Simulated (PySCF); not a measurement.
How methods differ on the excitation energy of Os

Os [Xe] 4f14 5d6 6s2 (5D) → Os [Xe] 4f14 5d6 6s1 7s1 (7D), as a difference of total energies. Calculation: PySCF 2.14, in aug-cc-pwCVDZ-PP with ECP60MDF (6s6p5d3f, 70 functions); a scalar-relativistic core potential. Correlated levels: valence and next inner shell: nothing frozen outside the core potential. The calculations carry no spin-orbit coupling.

```
                                method  excitation energy (eV)
                                   UHF                   4.148
    MP2 (valence and next inner shell)                   5.658
SCS-MP2 (valence and next inner shell)                   5.820
   CCSD (valence and next inner shell)                   5.532
CCSD(T) (valence and next inner shell)                   5.665
```

Question: How much does correlation contribute at CCSD(T) (valence and next inner shell)?

Answer: 5.665 − (4.148) = 1.517 eV, measured against UHF.

The promoted electron is Rydberg-like, and one or two diffuse shells describe it only roughly, which tends to raise the upper state.
